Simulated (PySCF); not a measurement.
**How methods differ on the ionisation energy of F²⁺**

F²⁺ [He] 2s2 2p3 (4S) → F³⁺ [He] 2s2 2p2 (3P), as a difference of total energies. Calculation: PySCF 2.14, in ANO-RCC-VTZP (4s3p2d1f, 30 functions); the spin-free X2C one-electron Hamiltonian (Gaussian nucleus). Correlated levels: valence: 1s2 frozen; valence and next inner shell: nothing frozen. The calculations carry no spin-orbit coupling.

| method | ionisation energy (eV) | plus first-order spin-orbit estimate | difference from reference of that sum (eV) |
| --- | --- | --- | --- |
| UHF | 62.221 | 62.165 | -0.543 |
| LDA | 63.185 | 63.129 | +0.421 |
| PBE | 62.855 | 62.799 | +0.091 |
| PBE0 | 62.926 | 62.870 | +0.162 |
| r2SCAN | 63.163 | 63.107 | +0.399 |
| LC-wPBE | 63.040 | 62.985 | +0.277 |
| wB97M-V | 62.569 | 62.514 | -0.194 |
| wB97X | 62.700 | 62.645 | -0.063 |
| revPBE | 62.773 | 62.717 | +0.009 |
| ROHF | 62.264 | 62.209 | -0.499 |
| MP2 (valence) | 62.783 | 62.728 | +0.020 |
| SCS-MP2 (valence) | 62.530 | 62.475 | -0.233 |
| MP2 (valence and next inner shell) | 62.796 | 62.741 | +0.033 |
| SCS-MP2 (valence and next inner shell) | 62.540 | 62.485 | -0.223 |

Reference: 62.708 eV (semi-empirical (NIST evaluation); NIST Atomic Spectra Database, ionization energies).

A first-order spin-orbit estimate (lowest level to lowest level, LS coupling) adds -0.056 eV.

Errors of the correlated levels include the incompleteness of this basis and the frozen core.
